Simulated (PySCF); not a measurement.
## Radial density of Pm⁺ (promethium, charge +1)

r2SCAN, [Xe] 4f5 6s1, one real determinant. Computed with PySCF 2.14 in x2c-TZVPPall, with the spin-free X2C one-electron Hamiltonian (Gaussian nucleus).

```tsv
r (bohr)	4πr²ρ (e/bohr)	4πr²(ρα − ρβ)
0.0267	71.74	0.0035
0.0450	83.57	0.0095
0.0757	106.2	0.0038
0.127	78.83	0.0329
0.214	92.20	0.5623
0.360	38.60	2.6754
0.606	42.05	4.9834
1.02	14.54	3.5838
1.71	6.607	1.0087
2.88	1.037	0.3517
4.85	0.2090	0.2051
8.15	0.006128	0.0061
```

Densities and radii are taken from the X2C orbitals without a picture-change correction, which distorts them close to the nucleus.

⟨L²⟩ = 24.27 against 30 for a pure H term, so this real determinant mixes terms. Spin-orbit coupling, absent here, splits the open shell strongly.
